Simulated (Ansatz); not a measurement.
Cost and result for the atomization energy of C2H6FGaS, SMILES `C[S][Ga]([CH3])[F]` (11 atoms, 10 bonds).

Z-matrix (Å, degrees):
```
C
S 1 1.822
H 1 1.090 2 106.4
H 1 1.089 2 111.6 3 118.3
H 1 1.089 2 111.7 3 -118.3
Ga 2 2.185 1 100.7 3 178.3
F 6 1.760 2 112.2 1 179.8
C 6 1.950 2 129.2 1 -0.3
H 8 1.090 6 109.8 2 179.4
H 8 1.092 6 110.3 2 -60.2
H 8 1.092 6 110.3 2 59.1
```

The species carries charge 0 and has multiplicity 1. Correlated methods include outer-core shells of Ga, which these sets cover unevenly. Scalar relativity is left out up to krypton. The structure was optimised at the PBE0-D4/def2-TZVP level. It is one conformer, not always the lowest. Program: Ansatz. All runs use 4 threads of an AMD EPYC 9R45 on a shared host. Times are those of one run each, without the atoms' runs, and a repeat can differ threefold. Electronic energies, without spin–orbit coupling; frozen cores. CCSD(T)/CBS adds CCSD(T) − MP2 in def2-TZVPP to the MP2 limit, and its time is that of the two runs behind it. T1 = 0.013. With those shells the extrapolation isn't a true limit.

CCSD(T)/CBS is a level of theory with its own doubt, some kJ/mol a heavy atom from the limit and from the frozen cores, so smaller differences don't rank the functionals.

| level | functions | wall time | atomization (kcal/mol) | difference from CCSD(T)/CBS | per bond |
| --- | --- | --- | --- | --- | --- |
| LDA (SPW92)/def2-TZVPP | 267 | 0.6 s | 1065.3 | 126.8 | 12.7 |
| BLYP-D4/def2-TZVPP | 267 | 0.9 s | 927.0 | -11.5 | -1.2 |
| BHLYP-D4/def2-TZVPP | 267 | 1.4 s | 907.7 | -30.8 | -3.1 |
| CAM-B3LYP-D4/def2-TZVPP | 267 | 1.8 s | 935.6 | -2.9 | -0.3 |
| r2SCAN-D4/def2-TZVPP (with forces) | 267 | 1.8 s | 940.7 | 2.2 | 0.2 |
| PBE-QIDH/def2-TZVPP | 267 | 2.4 s | 933.8 | -4.7 | -0.5 |
| B2PLYP/def2-TZVPP | 267 | 2.5 s | 924.4 | -14.1 | -1.4 |
| B97M-V/def2-TZVPP | 267 | 3.1 s | 938.6 | 0.1 | 0.0 |
| ωB97X-V/def2-TZVPP | 267 | 3.2 s | 938.9 | 0.4 | 0.0 |
| CCSD(T)/def2-SVP | 122 | 3.4 s | 887.6 | -50.9 | -5.1 |
| MP2/def2-QZVPP | 510 | 10 s | 945.4 | 6.9 | 0.7 |
| CCSD(T)/def2-TZVPP | 267 | 80 s | 917.3 | -21.2 | -2.1 |
| CCSD(T)/CBS(def2) | – | 90 s | 938.5 | 0.0 | 0.0 |

The D4 term adds +9.1 kcal/mol with B3LYP and +4.8 kcal/mol with PBE0; it sums over pairs of atoms, weighted by their polarisabilities, and B3LYP, whose exchange is more repulsive, gets the larger term. From r2SCAN to r2SCAN0 (25 % exact exchange), in def2-TZVPP and without D4, the atomization energy moves by −13.6 kcal/mol: exact exchange takes away binding that semilocal exchange gives to molecules. At CCSD(T), def2-SVP lies −51.0 kcal/mol from the extrapolated value and def2-TZVPP −21.2 kcal/mol: correlation converges slowly with the basis, and small sets miss more of it in the bonded molecule than in its fragments.

B3LYP here is the variant with VWN-RPA as its local correlation; programs differ in this.
